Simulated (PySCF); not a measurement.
An EPR job, as run on `[CH2+][CH][C@H](F)COCC` [radical].

Computed with UKS B3LYP, pcH-1 on C F H O, non-relativistic, mean-field spin-orbit, GIAO (PySCF).

Input of the driver that calls PySCF (job settings, then Cartesian coordinates in Å):

```
{"job": {"kind": "epr", "basis": "pcH-1"}, "charge": 1, "multiplicity": 2}
C      3.1183     0.3782     0.5228
C      2.0231     0.6868    -0.1754
C      1.2816    -0.3044    -0.9882
F      0.5290     0.3014    -1.9492
C      0.2549    -1.1659    -0.1168
O     -0.7184    -0.3695     0.4268
C     -1.8641    -0.0804    -0.3137
C     -2.8513     0.7135     0.5060
H      3.5053    -0.6274     0.5765
H      3.6720     1.1354     1.0523
H      1.6253     1.6929    -0.1856
H      1.9386    -1.0284    -1.4883
H      0.8218    -1.6182     0.7000
H     -0.1491    -1.9295    -0.7933
H     -1.5815     0.5053    -1.2142
H     -2.3162    -1.0055    -0.7118
H     -3.1643     0.1375     1.3773
H     -2.4104     1.6374     0.8766
H     -3.7245     0.9502    -0.0942
```

The self-consistent field part of the output:

```
UKS, coarse grid
  cycle   1  E = -409.88887143  |g| = 5.17e-01
  cycle   2  E = -409.62126598  |g| = 9.88e-01
  cycle   3  E = -409.96218339  |g| = 2.31e-01
  cycle   4  E = -409.98016071  |g| = 1.45e-01
  cycle   5  E = -409.99046900  |g| = 3.19e-02
  cycle   6  E = -409.99073997  |g| = 2.04e-02
  cycle   7  E = -409.99090688  |g| = 1.00e-02
  cycle   8  E = -409.99094379  |g| = 5.13e-03
  cycle   9  E = -409.99095616  |g| = 1.12e-03
  cycle  10  E = -409.99095681  |g| = 4.75e-04
UKS, final grid
  cycle   1  E = -409.99096004  |g| = 1.14e-03
  cycle   2  E = -409.99095453  |g| = 3.50e-03
  cycle   3  E = -409.99096067  |g| = 3.81e-04
  cycle   4  E = -409.99096072  |g| = 5.47e-05
  cycle   5  E = -409.99096073  |g| = 3.82e-05
  cycle   6  E = -409.99096073  |g| = 1.14e-05
E = -409.99096073 Eh   <S^2> = 0.7549 (exact 0.7500)
```

Task: What follows in the output?

Result: 
```
g shifts (ppm)      1          2          3
  rmc          -232       -232       -232
  gc              4         49         38
  oz_so         167       3548       9708
  total         -62       3364       9514
hyperfine (MHz)  atom isotope    a_iso     a_fc   dipolar eigenvalues
    0   13C      14.13      14.13    -18.49    -17.50     35.98
    1   13C      -5.42      -5.42     -8.65     -5.68     14.34
    2   13C      14.15      14.15    -15.80    -14.41     30.20
    3   19F      47.58      47.58    -95.39    -91.86    187.25
    4   13C      -5.87      -5.87    -12.59     -9.21     21.79
    5   17O     -36.86     -36.86   -122.60     60.53     62.06
    6   13C     -19.02     -19.02     -7.04     -2.94      9.98
    7   13C       0.28       0.28     -1.47     -1.11      2.58
    8    1H     -10.66     -10.66     -7.52     -2.38      9.90
    9    1H     -10.04     -10.04     -8.91     -2.18     11.09
   10    1H      -3.08      -3.08     -4.32     -0.02      4.34
   11    1H      79.72      79.72     -5.83     -3.96      9.79
   12    1H      26.83      26.83     -4.85     -2.37      7.22
   13    1H      46.72      46.72     -4.55     -3.33      7.88
   14    1H     186.09     186.09     -7.27     -2.73     10.00
   15    1H      80.50      80.50     -5.15     -2.20      7.36
   16    1H      16.51      16.51     -2.33     -0.92      3.25
   17    1H       4.52       4.52     -2.19     -1.69      3.88
   18    1H      -1.78      -1.78     -1.76     -1.09      2.85
```

The program numbers atoms from 0. The g shifts stand along the tensor's principal axes 1 to 3: rmc is the relativistic mass correction, gc the gauge correction, oz_so the orbital-Zeeman/spin–orbit term. a_fc is the Fermi-contact part of a_iso, which also holds a spin–orbit part where one was computed. The run used 310 basis functions and 16 SCF iterations in all.

Time: 2.4 min wall (grids of density and orbitals included); peak memory 0.97 GiB. Hardware: one thread of an Arm Neoverse N1, shared host with 64 logical CPUs at a one-minute load of 12.

Task: Where does the spin sit (Mulliken spin populations, atoms from 0)?

Result: 5 O +0.36, 0 C +0.22, 1 C +0.08, 2 C +0.08, 14 H +0.07, 4 C +0.05, 3 F +0.04, 15 H +0.03. Over all atoms they add up to 1.

Isolated species at its GFN2-xTB geometry (one conformer only).
Labels such as C1 count atoms from 1, the log's own numbers from 0.
